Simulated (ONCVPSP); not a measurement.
## Pseudopotential generation for selenium (Se): ONCV, PBE, scalar-relativistic.

| Quantity | Value |
| --- | --- |
| Element | selenium (Se) |
| Generator | ONCVPSP 4.0.1 |
| Type | optimised norm-conserving Vanderbilt (ONCV) |
| Functional | PBE |
| Relativity | scalar-relativistic |
| Frozen core | [Ar] 3d10 |
| Valence charge | 6 |
| Reference configuration | 4s2 4p1 (charge +3) |
| Partial waves | 4s: rc 1.35 bohr, ncon 4, nbas 7, qcut 5.5 1/bohr, 1 projector; 4p: rc 1.55 bohr, ncon 3, nbas 8, qcut 6.4 1/bohr, 2 projectors, debl 1.6 Ha; d scattering state at 0.26 Ha: rc 1.55 bohr, ncon 3, nbas 6, qcut 7.4 1/bohr, 2 projectors, debl 1.3 Ha |
| Local potential | polynomial inside 0.85 bohr (lpopt 2, dvloc0 0 Ha) |
| Core correction | Teter function, fcfact 2.5, rcfact 1.25 |

In the d channel the program set the typed energies aside and used 0.050, 1.350 Ha.

**Question.** Estimate the cutoffs (Ha) at which the residual kinetic energy of the hardest occupied pseudo-wave falls to 1 and 0.1 mHa per electron.

**Answer.** 13 Ha and 57 Ha.

**Question.** What does a ghost test show?

**Answer.** Ghosts flagged at negative energy: s at -61.4 eV; GHOST(+) flagged for p at 132.0 eV. A true bound ghost makes a file unfit for plane-wave use.

**Question.** Tests: 4s2 4p4; 4s2 4p3; 4s2 4p2; 4s0 4p6. Which has the largest error in its energy relative to the reference configuration, and how large is it?

**Answer.** 4s2 4p4, with -89 meV (all-electron minus pseudo) on -62.06 eV.
